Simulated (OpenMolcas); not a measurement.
## Ni2+: CASPT2 settings compared

* Program: OpenMolcas
* Basis: ANO-R1 [5s4p2d1f]
* Scalar Hamiltonian: X2C, finite nucleus
* Active space: 8 electrons in 5 orbitals (3d)
* State averaging: 2S+1 = 3 even, 10 roots; 2S+1 = 1 even, 15 roots (14 in the spin-orbit step)
* Spin-orbit coupling: RASSI with atomic mean-field integrals over the reference wave functions, term energies averaged over their components

Methods on the same reference wave functions:
A. CASSCF
B. SS-CASPT2, IPEA 0.3 Eh, sigma1 regulariser 0.1 Eh (closed shells correlated: 3s 3p)
C. XMS-CASPT2, IPEA 0.15 Eh, real shift 0.05 Eh (closed shells correlated: 3s 3p)
D. XMS-CASPT2, IPEA 0.2 Eh, no level shift (closed shells correlated: 3s 3p)

Energies in cm-1 above 3d8 3F4, the measured ground level; measured values from Corliss and Sugar, J. Phys. Chem. Ref. Data 10, 197 (1981).

| Level | A | B | C | D | Measured |
| --- | --- | --- | --- | --- | --- |
| 3d8 3F4 | 0.0 | 0.0 | 0.0 | 0.0 | 0.0 |
| 3d8 3F3 | 1367 | 1369 | 1368 | 1368 | 1361 |
| 3d8 3F2 | 2306 | 2290 | 2290 | 2290 | 2270 |
| 3d8 1D2 | 17002 | 13800 | 14430 | 14410 | 14032 |
| 3d8 3P2 | 20615 | 18150 | 18100 | 18070 | 16662 |
| 3d8 3P1 | 21005 | 18590 | 18490 | 18470 | 16978 |
| 3d8 3P0 | 21343 | 18930 | 18830 | 18800 | 17231 |
| 3d8 1G4 | 26372 | 24280 | 24660 | 24660 | 23109 |

Deviations, from unrounded energies. A percentage is the sum of absolute deviations over the sum of measured energies, with the sign that they share, or ± where signs differ.

```tsv
Against measurement	Levels	A	B	C	D
mean absolute deviation (cm-1)	7	2600	890	930	920
fine structure of the ground term (%)	2	+1.2	+0.7	+0.8	+0.8
other terms of the ground configuration (%)	5	+20.8	±7.1	+7.4	+7.3
```

B, C, D lie about equally close to measurement and A furthest from it. The largest miss of B in the table is 3d8 3P0, by +1700 cm-1. The ranking rests on the paired levels alone, and a cruder setting can come out closer through cancelling errors.

Among B to D the level of the table that moves most is 3d8 1D2, by 630 cm-1 (lowest in B, highest in C). Moves below CASPT2's spread within the term are not significant.

The mean deviations of B to D differ by less than CASPT2's widest spread within a term (850 cm-1), so their order carries little weight.

From A to B the spin-free energies of the other terms of 3d8 shown, above 3F, scale by factors of 0.80 to 0.92, as is usual when dynamic correlation screens the repulsion within a d or f shell.

The lowest spin-free term lies below A's lowest term by 0.454 hartree in B, 0.463 hartree in C, 0.462 hartree in D.

Term energies are means over components that CASPT2 splits; among the terms shown or strongly mixed into the levels shown the widest spread is 850 cm-1 (3d8 3F, B). Some high roots are left out of the spin-orbit mixing, which shifts the levels that they would mix with. Some levels mix across a computed gap that differs much from the measured one, so their mixing is not that of the real levels. Without dynamic correlation excited terms often stand tens of per cent too high (terms of higher spin than the ground term too low), and those without a measured partner can miss by more than the paired ones (holds for A). Measured partners are found by configuration, term and J. A level has none where our copy of the source lacks it or the pairing is in doubt (some pairs that miss far off the trend of their configuration count as doubtful), and it then counts in no deviation. Only configurations of the active space appear.
